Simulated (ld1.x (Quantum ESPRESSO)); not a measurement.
**What one change does to a pseudopotential (copper (Cu), TM)**

copper (Cu), norm-conserving Troullier–Martins (Kleinman–Bylander form), made with ld1.x (Quantum ESPRESSO) 7.5 (PBE, scalar-relativistic). Core [Ar], reference 3d10 4s0 4p0 (charge +1). Waves: 4s (bound, empty): rc 2.10 bohr; 4p (bound, empty): rc 1.90 bohr; 3d (bound): rc 0.75 bohr; 4f channel at 0.1 Ry: rc 2.05 bohr. Local part: all-electron potential smoothed inside 1.05 bohr (lloc = -1). Core correction: Bessel-smoothed model core, default radius (core density twice the valence density).

Change: all radii but the core radius scaled by about 1.29 (s 2.70, p 2.46, d 0.96, f 2.64 bohr); local potential all-electron potential smoothed inside 1.36 bohr (lloc = -1).

Cutoffs: the cutoffs (Ry, on a coarse ladder) from which the occupation-weighted sum of valence levels, in a spherical-Bessel basis at the reference potential, stays within 10 and 1 mRy of its value at 400 Ry; they do not see the model core or the augmentation charge, which bear on the density cutoff. Errors are all-electron minus pseudo energies relative to the spin-unpolarised reference configuration.

Predict the effect on cutoff, ghosts and configuration errors.

Both files keep a bound ghost (s); the number of tests that count goes from 7 to 5; of the 5 tests that both files solve, the error grows in 2 and shrinks in 0 by more than 15 % and 0.3 meV (median size 15.8 → 18.2 meV).

```tsv
quantity	base	changed
cutoff, loose	over 300 Ry	230 Ry
cutoff, tight	over 300 Ry	over 300 Ry
bound ghosts	s	s
tests counted (converged, no solver errors)	7 of 7	5 of 7
error for 3d10 4s1 4p0, meV [ΔE -8.15 eV]	-16	-18
error for 3d9 4s0 4p0, meV [ΔE 21.33 eV]	-82	-97
error for 3d8 4s0 4p0, meV [ΔE 60.35 eV]	-578	-660
error for 3d10 4s0 4p1, meV [ΔE -4.01 eV]	-2.1	-3.0
error for 3d10 4s0.5 4p0, meV [ΔE -4.99 eV]	-4.6	-5.1
```

Base: These tests converged, but a pseudo level misses the all-electron one widely, so the file describes the atom poorly there or has found another state: 3d8 4s0 4p0: empty 4p by 5.3 eV (a node warning on the way). Changed file: Tests not counted: 3d9 4s2 4p0 (solver errors, printed error -1375 eV); 3d9 4s1 4p0 (solver errors, printed error -1241 eV). These tests converged, but a pseudo level misses the all-electron one widely, so the file describes the atom poorly there or has found another state: 3d9 4s0 4p0: empty 4s by 4.4 eV (a node warning on the way). A true bound ghost makes a file unfit for plane-wave use even where its test errors are small: the radial tests pick states by their node count and pass the ghost by. Where a test does run into it, the solver fails or the error is huge.
